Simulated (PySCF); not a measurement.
Atoms are numbered as in `[CH3:1][N:2]([CH3:3])[CH2:4]/[P:5]=[CH:6]\[C:7]([F:8])([F:9])[F:10]`; H(Xn) means a hydrogen on atom n.

[PySCF 2.14: shieldings: GIAO PBE0/pcSseg-1; GFN2-xTB structure; one computed conformer; fast rotation and ring inversion assumed for equivalent nuclei; non-relativistic Hamiltonian; in vacuum]

Predict the 2D correlation tables (HSQC, COSY, HMBC).

Results:



HSQC (one-bond C–H):
```tsv
δH	δC
8.69 (H(C6))	182.7 (C6)
4.39 (H(C4))	70.3 (C4)
2.60 (H(C1)/H(C3))	45.8 (C1/C3)
```

HMBC (two and three bonds, from the bond graph):
```tsv
δH	δC
8.69 (H(C6))	130.5 (C7), 70.3 (C4)
4.39 (H(C4))	182.7 (C6), 45.8 (C1/C3)
2.60 (H(C1)/H(C3))	70.3 (C4), 45.8 (C1/C3)
```

No COSY cross peaks are expected.

References, each an isolated molecule treated in the same way: $^{1}$H (σref 31.72), $^{13}$C (σref 186.93) against TMS.

Short H···H contacts in this conformer between protons four or more bonds apart (candidates for NOE cross peaks, intensity ∝ r⁻⁶): H(C1)···H(C4) 2.35 Å.

Shifts are as computed. Against solution values, carbons near 30 ppm lie about +3 ppm off and those near 130 ppm about +5 ppm. Of 1211 compounds with measured shifts, 218 miss one by over three times the rms of a fit or turn the order of signals round; such compounds aren't used in these exercises.
